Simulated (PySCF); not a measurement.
## Spin states of KB

Unrestricted PBE0; PySCF, spin-free X2C with a Gaussian nucleus, basis sets K x2c-SVPall, B x2c-SVPall. Outer shells of the fragments: K 4s1; B 2s2 2p1.

Followed along the bond (rough minima from three points):

```json
{"2Ms+1": "3", "unpaired": "σ ↑, π ↑", "⟨S²⟩ at the start": "2.00", "R at minimum (Å)": "2.87", "Te (eV)": "0.00"}
{"2Ms+1": "1", "unpaired": "σ ↓, π ↑", "⟨S²⟩ at the start": "1.01", "R at minimum (Å)": "2.91", "Te (eV)": "0.24"}
{"2Ms+1": "3", "unpaired": "π ↑↑", "⟨S²⟩ at the start": "2.01", "R at minimum (Å)": "2.59", "Te (eV)": "0.30"}
{"2Ms+1": "1", "unpaired": "π ↑↓", "⟨S²⟩ at the start": "1.00", "R at minimum (Å)": "2.60", "Te (eV)": "0.54"}
{"2Ms+1": "1", "unpaired": "none", "⟨S²⟩ at the start": "0.00", "R at minimum (Å)": "3.20", "Te (eV)": "0.60"}
```

Solutions found at the starting distance of 2.760 Å, counted from the lowest of them; the search is not exhaustive and high or unbound solutions are not listed, so other states can lie among these:

| 2Ms+1 | unpaired | term | E (eV) | ⟨S²⟩ | ⟨Lz²⟩ | μ (D) |
| --- | --- | --- | --- | --- | --- | --- |
| 3 | σ ↑, π ↑ | ³Π | 0.00 | 2.00 | 1.00 | -7.40 |
| 1 | σ ↓, π ↑ | mixed | 0.24 | 1.01 | 1.00 | -6.78 |
| 3 | π ↑↑ | ³Σ⁻ | 0.33 | 2.01 | 0.00 | -9.44 |
| 1 | π ↑↓ | mixed | 0.57 | 1.00 | 2.01 | -9.27 |
| 1 | none | ¹Σ⁺ | 0.80 | 0.00 | 0.00 | -5.15 |
| 3 | σ ↑↑ | ³Σ⁺ | 1.35 | 2.00 | 0.00 | 3.65 |
| 1 | none | mixed | 1.43 | 0.00 | 2.00 | -8.26 |
| 3 | π ↑↑ | mixed | 2.91 | 2.00 | 2.00 | 1.57 |

A term symbol is given only where ⟨S²⟩ and ⟨Lz²⟩ are close to those of a pure state; real π, δ and φ orbitals otherwise mix terms. A positive dipole means K(−)B(+).

Counting both spins, an empty level lies below a filled one in some of these solutions, because spin and occupation are held.
